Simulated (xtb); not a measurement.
A run for xtb: GFN1-xTB on FHO2S (a complex), monomers drawn apart or pushed together.

```
$ xtb mol.xyz --gfn 1 --sp --chrg 0 --uhf 0
5

F      0.35084368     0.50696988    -0.65679428
H      0.08404084     0.72411377     0.21057448
O     -0.30311129     0.70171159     1.83163315
S     -0.16145854    -0.53138462     2.57397313
O     -0.50220914    -0.51592464     3.96671382
```

It printed:

```
[...]
           -------------------------------------------------
          |                Calculation Setup                |
           -------------------------------------------------



molecular fragmentation (1/2 indicates fragments):
11222
# atoms in fragment 1/2:     2     3
 fragment masses (1/2) :       20.01       64.06
CMA distance (Bohr)    :   6.586
constraining FC (au)   :  0.0500

           -------------------------------------------------
          |                 G F N 1 - x T B                 |
           -------------------------------------------------

        Reference                      10.1021/acs.jctc.7b00118
      * Hamiltonian:
        H0-scaling (s, p, d)           1.850000    2.250000    2.000000
        zeta-weighting                 0.000000
      * Dispersion:
        s8                             2.400000
        a1                             0.630000
        a2                             5.000000
        s9                             0.000000
      * Repulsion:
        kExp                           1.500000
        rExp                           1.000000
      * Coulomb:
        alpha                          2.000000
        third order                    atomic
        anisotropic                    false
      * Halogen bond correction:
        rad-scale                      1.300000
        damping                        0.440000


          ...................................................
          :                      SETUP                      :
          :.................................................:
          :  # basis functions                  24          :
          :  # atomic orbitals                  23          :
          :  # shells                           11          :
          :  # electrons                        26          :
          :  # halogen bonds                     0          :
          :  max. iterations                   250          :
          :  Hamiltonian                  GFN1-xTB          :
          :  restarted?                      false          :
          :  GBSA solvation                  false          :
          :  PC potential                    false          :
          :  electronic temp.          300.0000000     K    :
          :  accuracy                    1.0000000          :
          :  -> integral cutoff          0.2500000E+02      :
          :  -> integral neglect         0.1000000E-07      :
          :  -> SCF convergence          0.1000000E-05 Eh   :
          :  -> wf. convergence          0.2000000E-04 e    :
          :  Broyden damping             0.4000000          :
          :  net charge                          0          :
          :  unpaired electrons                  0          :
          ...................................................

 iter      E             dE          RMSdq      gap      omega  full diag
   1    -18.7210734 -0.187211E+02  0.659E+00    3.56       0.0  T
   2    -18.7220117 -0.938364E-03  0.344E+00    2.68       1.0  T
   3    -18.6518738  0.701379E-01  0.317E+00    2.24       1.0  T
   4    -18.7300832 -0.782094E-01  0.346E-01    1.27       1.0  T
   5    -18.7305738 -0.490599E-03  0.192E-01    1.41       1.0  T
   6    -18.7307727 -0.198902E-03  0.279E-02    1.47       1.6  T
   7    -18.7307809 -0.814373E-05  0.106E-02    1.49       4.2  T
   8    -18.7307819 -0.100015E-05  0.314E-03    1.50      14.2  T
   9    -18.7307820 -0.106993E-06  0.487E-04    1.50      91.9  T
  10    -18.7307820 -0.282557E-08  0.187E-05    1.49    2395.9  T
  11    -18.7307820 -0.423483E-11  0.720E-07    1.49   62092.6  T

   *** convergence criteria satisfied after 11 iterations ***

         #    Occupation            Energy/Eh            Energy/eV
      -------------------------------------------------------------
         1        2.0000           -1.0974152             -29.8622
       ...           ...                  ...                  ...
         7        2.0000           -0.7033851             -19.1401
         8        2.0000           -0.6416226             -17.4594
         9        2.0000           -0.6297988             -17.1377
        10        2.0000           -0.5862512             -15.9527
        11        2.0000           -0.5526000             -15.0370
        12        2.0000           -0.5139885             -13.9863
        13        2.0000           -0.5139383             -13.9850 (HOMO)
        14                         -0.4590005             -12.4900 (LUMO)
        15                         -0.3121801              -8.4949
        16                         -0.2771577              -7.5418
        17                         -0.1776371              -4.8338
        18                         -0.1196294              -3.2553
       ...                                ...                  ...
        23                          1.0653878              28.9907
      -------------------------------------------------------------
                  HL-Gap            0.0549378 Eh            1.4949 eV
             Fermi-level           -0.4861640 Eh          -13.2292 eV

 SCC (total)                   0 d,  0 h,  0 min,  0.006 sec
 SCC setup                      ...        0 min,  0.000 sec (  2.458%)
 Dispersion                     ...        0 min,  0.000 sec (  1.230%)
 classical contributions        ...        0 min,  0.000 sec (  0.494%)
 integral evaluation            ...        0 min,  0.001 sec ( 21.365%)
 iterations                     ...        0 min,  0.003 sec ( 44.464%)
 molecular gradient             ...        0 min,  0.002 sec ( 26.389%)
 printout                       ...        0 min,  0.000 sec (  3.240%)

         :::::::::::::::::::::::::::::::::::::::::::::::::::::
         ::                     SUMMARY                     ::
         :::::::::::::::::::::::::::::::::::::::::::::::::::::
         :: total energy             -18.659722753326 Eh    ::
         :: gradient norm              0.010754720196 Eh/a0 ::
         :: HOMO-LUMO gap              1.494934436038 eV    ::
         ::.................................................::
         :: SCC energy               -18.730781983600 Eh    ::
         :: -> electrostatic           0.071897716570 Eh    ::
         :: repulsion energy           0.072041253480 Eh    ::
         :: dispersion energy         -0.000982023205 Eh    ::
         :: halogen bond corr.         0.000000000000 Eh    ::
         :: add. restraining           0.000000000000 Eh    ::
         :: total charge               0.000000000001 e     ::
         :::::::::::::::::::::::::::::::::::::::::::::::::::::

           -------------------------------------------------
          |                Property Printout                |
           -------------------------------------------------

    * Orbital Energies and Occupations

         #    Occupation            Energy/Eh            Energy/eV
      -------------------------------------------------------------
         1        2.0000           -1.0974152             -29.8622
         2        2.0000           -0.9037319             -24.5918
         3        2.0000           -0.8328203             -22.6622
         4        2.0000           -0.8141862             -22.1551
         5        2.0000           -0.7271645             -19.7872
         6        2.0000           -0.7171172             -19.5138
         7        2.0000           -0.7033851             -19.1401
         8        2.0000           -0.6416226             -17.4594
         9        2.0000           -0.6297988             -17.1377
        10        2.0000           -0.5862512             -15.9527
        11        2.0000           -0.5526000             -15.0370
        12        2.0000           -0.5139885             -13.9863
Note: The following floating-point exceptions are signalling: IEEE_DENORMAL
normal termination of xtb
        13        2.0000           -0.5139383             -13.9850 (HOMO)
        14                         -0.4590005             -12.4900 (LUMO)
        15                         -0.3121801              -8.4949
        16                         -0.2771577              -7.5418
        17                         -0.1776371              -4.8338
        18                         -0.1196294              -3.2553
        19                         -0.1109841              -3.0200
        20                         -0.0945022              -2.5715
        21                          0.2734958               7.4422
        22                          0.4154913              11.3061
        23                          1.0653878              28.9907
      -------------------------------------------------------------
                  HL-Gap            0.0549378 Eh            1.4949 eV
             Fermi-level           -0.4861640 Eh          -13.2292 eV

  Mulliken/CM5 charges         n(s)   n(p)   n(d)
     1F    -0.44123 -0.50699   1.826  5.615  0.000
     2H     0.39855  0.49636   0.601  0.000  0.000
     3O    -0.26789 -0.33985   1.719  4.549  0.000
     4S     0.54377  0.62735   1.835  2.926  0.695
     5O    -0.23320 -0.27687   1.715  4.519  0.000

Wiberg/Mayer (AO) data.
largest (>0.10) Wiberg bond orders for each atom

 ---------------------------------------------------------------------------
     #   Z sym  total        # sym  WBO       # sym  WBO       # sym  WBO
 ---------------------------------------------------------------------------
     1   9 F    0.808 --     2 H    0.780
     2   1 H    0.850 --     1 F    0.780
     3   8 O    2.317 --     4 S    2.007     5 O    0.227
     4  16 S    4.105 --     5 O    2.088     3 O    2.007
     5   8 O    2.320 --     4 S    2.088     3 O    0.227
 ---------------------------------------------------------------------------

Topologies differ in total number of bonds
Writing topology from bond orders to xtbtopo.mol

 dipole moment from electron density (au)
     X       Y       Z
  -0.0038  -0.6914   0.7576  total (Debye):    2.607


           -------------------------------------------------
          | TOTAL ENERGY              -18.659722753326 Eh   |
          | GRADIENT NORM               0.010754720196 Eh/α |
          | HOMO-LUMO GAP               1.494934436038 eV   |
           -------------------------------------------------

------------------------------------------------------------------------
------------------------------------------------------------------------
 total:
 SCF:
```

The run finished.

Cost: very roughly 0.07 core-seconds.
